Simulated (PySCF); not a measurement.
**Xenon: highly charged ions in a basis for the neutral atom**

Xe¹⁰⁺ [Kr] 4d8, Xe¹¹⁺ [Kr] 4d7. Computed with PySCF 2.14 in x2c-TZVPall (8s6p4d2f, 60 functions), with scalar relativity by spin-free X2C-1e. No spin-orbit coupling, so a gap to NIST mixes the basis error with missing relativistic terms.

Changed run: basis of the neutral atom used for a highly charged ion. This setting is unsound on purpose.

```json
{"species": "Xe¹⁰⁺", "method": "UHF", "sound run (hartree)": "not run", "changed run (hartree)": "-7414.18363", "converged": "yes"}
{"species": "Xe¹⁰⁺", "method": "BP86", "sound run (hartree)": "not run", "changed run (hartree)": "-7417.47604", "converged": "yes"}
{"species": "Xe¹⁰⁺", "method": "PBE", "sound run (hartree)": "not run", "changed run (hartree)": "-7416.23700", "converged": "yes"}
{"species": "Xe¹¹⁺", "method": "UHF", "sound run (hartree)": "not run", "changed run (hartree)": "-7405.79989", "converged": "yes"}
{"species": "Xe¹¹⁺", "method": "BP86", "sound run (hartree)": "not run", "changed run (hartree)": "-7409.02716", "converged": "yes"}
{"species": "Xe¹¹⁺", "method": "PBE", "sound run (hartree)": "not run", "changed run (hartree)": "-7407.79121", "converged": "yes"}
```

Ionisation energy of Xe¹⁰⁺:

| method | changed run (eV) | NIST (eV) |
| --- | --- | --- |
| UHF | 228.13 | 229.02 ± 0.2 |
| BP86 | 229.91 | 229.02 ± 0.2 |
| PBE | 229.82 | 229.02 ± 0.2 |

The contracted functions were made for the neutral atom and can be too rigid for a highly charged ion.
